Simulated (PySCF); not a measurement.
A run for PySCF: R-HF/STO-3G on BrFSe (SMILES F[Se]Br), a point of a bond scan (R = 2.117 Å).

```python
from pyscf import gto, scf, dft, mp
from pyscf.data.elements import chemcore

mol = gto.M(
    atom='''
    Se    0.51016666   -0.43084229    0.77837054
    F     1.66612234   -1.49029492   -0.64363610
    Br   -0.87448098    0.75634609   -0.65156810
    ''',
    basis='sto-3g',
    charge=0, spin=0, verbose=3, max_memory=1800)
mf = scf.RHF(mol)
mf.conv_tol = 1e-8
mf.max_cycle = 100
mf.kernel()
if not mf.converged:
    mf = mf.newton().run(mf.mo_coeff, mf.mo_occ)
```

Q: What total energy does the run end on?

A: -5016.1762 hartree.
